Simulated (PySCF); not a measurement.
C4H7FSi. Atoms are numbered in the order given.

```xyz
13

C      2.3939     0.5344     1.2455
C      1.7405    -0.1643     0.5013
C      0.9034    -0.9643    -0.3710
Si    -0.8564    -0.2898    -0.4906
C     -1.5631     0.0874     1.1831
F     -0.8018     1.0822    -1.3699
H      2.9894     1.1466     1.8967
H      1.3268    -1.0118    -1.3893
H      0.8444    -2.0057    -0.0063
H     -1.6862    -1.2619    -1.2601
H     -1.6615    -0.8350     1.7771
H     -0.8971     0.7750     1.7265
H     -2.5576     0.5509     1.1002
```

Coordinates come from a PBE0-D3(BJ)/def2-SVP optimisation. The structure was generated by enumeration; whether it is a known compound was not checked. One conformer was computed; it need not be the lowest.

All values below come from PySCF with TDA-PBE/def2-SVPD.

Vertical excitations. Isolated molecule, no solvent.

```json
[
 {"state": "S1", "energy (eV)": "6.16", "λ (nm)": "201", "f": "0.011", "main pairs": "HOMO→LUMO+1 45 %, HOMO→LUMO 45 %"},
 {"state": "S2", "energy (eV)": "6.21", "λ (nm)": "200", "f": "0.022", "main pairs": "HOMO→LUMO+1 50 %, HOMO→LUMO 34 %, HOMO→LUMO+3 8 %"},
 {"state": "S3", "energy (eV)": "6.36", "λ (nm)": "195", "f": "0.001", "main pairs": "HOMO−1→LUMO 78 %, HOMO→LUMO+2 18 %"},
 {"state": "S4", "energy (eV)": "6.46", "λ (nm)": "192", "f": "0.001", "main pairs": "HOMO→LUMO+2 76 %, HOMO−1→LUMO 17 %"},
 {"state": "S5", "energy (eV)": "6.54", "λ (nm)": "190", "f": "0.002", "main pairs": "HOMO−1→LUMO+1 56 %, HOMO→LUMO+3 32 %"},
 {"state": "S6", "energy (eV)": "6.67", "λ (nm)": "186", "f": "0.015", "main pairs": "HOMO−1→LUMO+2 43 %, HOMO→LUMO+4 26 %, HOMO→LUMO+3 24 %"},
 {"state": "S7", "energy (eV)": "6.76", "λ (nm)": "183", "f": "0.019", "main pairs": "HOMO→LUMO+4 70 %, HOMO−1→LUMO+2 18 %"},
 {"state": "S8", "energy (eV)": "6.82", "λ (nm)": "182", "f": "0.009", "main pairs": "HOMO−1→LUMO+3 95 %"},
 {"state": "S9", "energy (eV)": "6.99", "λ (nm)": "177", "f": "0.007", "main pairs": "HOMO−1→LUMO+4 93 %"},
 {"state": "S10", "energy (eV)": "7.33", "λ (nm)": "169", "f": "0.029", "main pairs": "HOMO→LUMO+5 92 %"},
 {"state": "T1", "energy (eV)": "5.24", "λ (nm)": "237", "f": "0", "main pairs": "HOMO→LUMO 45 %, HOMO−1→LUMO+1 19 %, HOMO→LUMO+3 18 %, HOMO−1→LUMO+2 9 %"},
 {"state": "T2", "energy (eV)": "5.66", "λ (nm)": "219", "f": "0", "main pairs": "HOMO→LUMO+1 47 %, HOMO−1→LUMO 22 %, HOMO→LUMO+2 14 %, HOMO−1→LUMO+3 8 %"},
 {"state": "T3", "energy (eV)": "5.68", "λ (nm)": "218", "f": "0", "main pairs": "HOMO−1→LUMO+1 43 %, HOMO→LUMO 25 %, HOMO−1→LUMO+2 18 %"},
 {"state": "T4", "energy (eV)": "6.19", "λ (nm)": "200", "f": "0", "main pairs": "HOMO→LUMO+1 38 %, HOMO→LUMO+2 26 %, HOMO−1→LUMO 19 %, HOMO→LUMO+3 10 %"}
]
```
Triplets are in the Tamm–Dancoff approximation.
